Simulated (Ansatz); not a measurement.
Basis sets compared for Ge₃H. Total charge 0; doublet. Geometry PBE0-D4/def2-SVP. Ansatz on 4 threads of Arm Neoverse V2 on a shared host; times are rough, and most runs start from earlier orbitals.

```xyz
4

Ge    0.1180    1.8391   -0.2790
Ge    1.2631   -0.3101   -0.0056
Ge   -1.2916   -0.1342    0.0729
H    -0.0895   -1.3948    0.2117
```

The structure comes from a short search, and lower isomers may exist.

Binding counts from free atoms (Ge triplet, H doublet) in the same basis, without a counterpoise term.

```tsv
level	functions	energy (Eh)	HOMO (eV)	LUMO (eV)	binding per atom (eV)	wall time
PBE-D4/def2-SVP	101	-6229.8834	-5.50	-4.74	2.46	1.4 s
PBE-D4/def2-TZVP	150	-6230.6683	-5.48	-4.68	2.47	2.2 s
r2SCAN-D4/def2-TZVP	150	-6231.5667	-5.76	-4.55	2.43	6.5 s
PBE0-D4/def2-SVP	101	-6230.0283	-6.40	-4.04	2.33	2.3 s
PBE0-D4/def2-TZVP (with forces)	150	-6230.8122	-6.34	-3.96	2.35	5.5 s
```

Task: Estimate the rows for PBE-D4/def2-TZVPD, r2SCAN-D4/def2-TZVPD, PBE0-D4/def2-TZVPD.

Result: 
```json
{"level": "PBE-D4/def2-TZVPD", "functions": "171", "energy (Eh)": "-6230.6697", "HOMO (eV)": "-5.51", "LUMO (eV)": "-4.72", "binding per atom (eV)": "2.48", "wall time": "2.9 s"}
{"level": "r2SCAN-D4/def2-TZVPD", "functions": "171", "energy (Eh)": "-6231.5678", "HOMO (eV)": "-5.78", "LUMO (eV)": "-4.57", "binding per atom (eV)": "2.43", "wall time": "9 s"}
{"level": "PBE0-D4/def2-TZVPD", "functions": "171", "energy (Eh)": "-6230.8135", "HOMO (eV)": "-6.37", "LUMO (eV)": "-3.98", "binding per atom (eV)": "2.36", "wall time": "5.5 s"}
```
